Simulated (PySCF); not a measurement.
Computed properties of Nb(NMe)(F)2(Cl) (CH₃ClF₂NNb), SMILES C[N]=[Nb]([F])([F])[Cl], multiplicity 1

Nb(NMe)(F)2(Cl) (CH3ClF2NNb), SMILES [F][Nb](=[N]C)([Cl])[F], multiplicity 1. The structure is a stationary point at PBE0-D3(BJ)/def2-SVP. The spin state was assumed, not searched. The structure was generated by enumeration; whether it is a known compound was not checked. The def2 effective core potentials stand for the cores of Nb; spin–orbit coupling is left out. The values are those of a single conformer. All values are computed for the isolated molecule unless a solvent is named; none is compared with measurement here.

**Structure.** The optimised structure has Cs symmetry. All 21 harmonic modes at PBE0-D3(BJ)/def2-SVP (PySCF) are real, so it is a minimum. With heavy atoms numbered as in [Nb:1](=[N:2][CH3:3])([F:7])([F:8])[Cl:9], the shortest bond between them is N2–C3 at 1.417 Å and the longest Nb1–Cl9 at 2.310 Å.

**Vibrations.** The strongest infrared lines (harmonic, unscaled, degenerate partners summed) lie at 718 cm⁻¹ (158 km/mol, F 74 %, Nb 25 %), 700 cm⁻¹ (139 km/mol, F 74 %, Nb 18 %), 1400 cm⁻¹ (116 km/mol, H 44 %, C 32 %, N 24 %). The softest mode is at 53 cm⁻¹ and the zero-point energy is 30.2 kcal/mol.

**Electronic structure.** CAM-B3LYP/def2-TZVP (PySCF) places the frontier levels at -9.54 and -0.85 eV, a gap of 8.69 eV, and gives a dipole moment of 2.19 D and a mean polarisability of 69.5 bohr³. PBE/def2-TZVP (PySCF) at the same geometry gives -6.86 and -2.70 eV, so its gap is 4.53 eV narrower. An orbital gap is neither the optical nor the fundamental gap.

**Excitations.** TDDFT-CAM-B3LYP/def2-SVPD (PySCF) has S1 at 4.49 eV (276 nm, f = 0.000, dark); the most intense of the 10 singlets computed lies at 4.93 eV (f = 0.02). T1 (TDA) is at 4.03 eV. TDDFT-PBE/def2-SVPD (PySCF) puts S1 at 4.17 eV. No vertical singlet excitation falls in the visible range (under 3.1 eV).
